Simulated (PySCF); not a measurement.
Exercise with solution: entropy of an ideal gas

WSCl3, SMILES [S]=[W+]([Cl])([Cl])[Cl], charge +1, multiplicity 1.

Geometry optimised at B3LYP-D3(BJ)/def2-SVP. The spin state was assumed, not searched. The isomer is the one that the SMILES or the coordinates give; other isomers of the formula were not compared. The def2 effective core potentials stand for the cores of W; spin–orbit coupling is left out.

PySCF 2.14.0 with B3LYP-D3(BJ)/def2-SVP gives the harmonic wavenumbers 117, 117, 139, 170, 170, 436, 455, 455, 589 cm⁻¹ and the rotational temperatures 0.0573, 0.0573, 0.0507 K. The molar mass is 322.25 g/mol, the symmetry number 3, the spin multiplicity 1.

Question: Work out the entropy at 298.15 K and 1 atm in the rigid-rotor, harmonic-oscillator model.

Answer: 
Translation (Sackur–Tetrode at 1 atm): S = R[1.5 ln M + 2.5 ln T − 1.16487] = 180.8 J/(mol K).
Rotation: q = (√π/σ) T^1.5/√(θA θB θC) = 236000, S = R[ln q + 3/2] = 115.3 J/(mol K).
Vibration: with u = 1.4388 ν/T, each mode gives R[u/(e^u − 1) − ln(1 − e^−u)]:
| ν (cm⁻¹) | modes | u | S (J/(mol K)) |
|---|---|---|---|
| 117 | 2 | 0.56 | 26.35 |
| 139 | 1 | 0.67 | 11.79 |
| 170 | 2 | 0.82 | 20.38 |
| 436 | 1 | 2.10 | 3.51 |
| 455 | 2 | 2.20 | 6.53 |
| 589 | 1 | 2.84 | 1.96 |
These are all the modes. Sum 70.5 J/(mol K).
Spin: R ln 1 = 0.0 J/(mol K).
Total 366.6 J/(mol K); the program's own thermochemistry gives 366.6. Translation makes up 49 % and vibration 19 %. Anharmonicity, hindered rotation and orbital degeneracy are left out.
